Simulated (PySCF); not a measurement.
**Mayer bond orders and bond lengths**

Species: C₈H₄ClFN₂.
Numbering: `[F:1][c:2]1[cH:3][n:4][c:5]2[cH:6][cH:7][cH:8][c:9]([Cl:10])[c:11]2[n:12]1` (hydrogens: H13 on C3; H14 on C6; H15 on C7; H16 on C8)

Structure used (GFN2-xTB), in Å, numbered top down from 1:
```
atom  x, y, z in Å
F1     3.2809    1.9080    0.4776
C2     2.2318    1.0847    0.4457
C3     2.2901   -0.1321    1.1621
N4     1.2822   -0.9551    1.1467
C5     0.1879   -0.6126    0.4321
C6    -0.9210   -1.4773    0.3924
C7    -2.0284   -1.1229   -0.3299
C8    -2.0782    0.0890   -1.0335
C9    -1.0100    0.9509   -1.0141
Cl10  -1.0553    2.4365   -1.8708
C11    0.1516    0.6217   -0.2801
N12    1.2068    1.4596   -0.2527
H13    3.1640   -0.4068    1.7352
H14   -0.8642   -2.4041    0.9397
H15   -2.8846   -1.7791   -0.3660
H16   -2.9613    0.3485   -1.5958
```

Bond orders from the PBE0/pcSseg-1 density (PySCF). Geometry: GFN2-xTB; no solvent, vibrations or thermal averaging.

Question: How far do the computed orders between heavy atoms stray from the drawn ones?

Answer: The largest departure is 0.395, at C11–C5 (drawn aromatic, 1.105), counting aromatic bonds as 1.5. Drawn single, order above 1.12: C9–Cl10 (1.196). The bonds drawn aromatic range from 1.10 to 1.61.

Question: Set the Mayer orders of the bonds between heavy atoms beside their lengths.

Answer: 
```json
{"bond": "F1–C2", "drawn as": "single", "length (Å)": "1.334", "Mayer order": "0.987"}
{"bond": "C2–C3", "drawn as": "aromatic", "length (Å)": "1.413", "Mayer order": "1.212"}
{"bond": "C3–N4", "drawn as": "aromatic", "length (Å)": "1.301", "Mayer order": "1.615"}
{"bond": "N4–C5", "drawn as": "aromatic", "length (Å)": "1.351", "Mayer order": "1.311"}
{"bond": "C5–C6", "drawn as": "aromatic", "length (Å)": "1.407", "Mayer order": "1.308"}
{"bond": "C6–C7", "drawn as": "aromatic", "length (Å)": "1.369", "Mayer order": "1.534"}
{"bond": "C7–C8", "drawn as": "aromatic", "length (Å)": "1.402", "Mayer order": "1.322"}
{"bond": "C8–C9", "drawn as": "aromatic", "length (Å)": "1.373", "Mayer order": "1.498"}
{"bond": "C9–Cl10", "drawn as": "single", "length (Å)": "1.716", "Mayer order": "1.196"}
{"bond": "C9–C11", "drawn as": "aromatic", "length (Å)": "1.413", "Mayer order": "1.118"}
{"bond": "C11–N12", "drawn as": "aromatic", "length (Å)": "1.348", "Mayer order": "1.416"}
{"bond": "N12–C2", "drawn as": "aromatic", "length (Å)": "1.296", "Mayer order": "1.605"}
{"bond": "C11–C5", "drawn as": "aromatic", "length (Å)": "1.425", "Mayer order": "1.105"}
```

Bonds between the same two heavy elements. C–C: lowest C11–C5 (1.105, 1.425 Å), highest C6–C7 (1.534, 1.369 Å). C–N: lowest N4–C5 (1.311, 1.351 Å), highest C3–N4 (1.615, 1.301 Å).

Question: And the bonds to hydrogen?

Answer: C–H: 0.94 to 0.95 (4 bonds).

Question: Sum the orders of all bonds at each heavy atom with more than one neighbour and set the sums beside the valence in the SMILES.

Answer: C2 3.804 (drawn 4), C3 3.776 (drawn 4), N4 2.926 (drawn 3), C5 3.724 (drawn 4), C6 3.786 (drawn 4), C7 3.810 (drawn 4), C8 3.769 (drawn 4), C9 3.812 (drawn 4), C11 3.639 (drawn 4), N12 3.021 (drawn 3). Orders between atoms that aren't bonded are not in these sums.

The Mayer order sums products of elements of PS (density times overlap matrix) between the two atoms' basis functions, so it depends on the basis set.
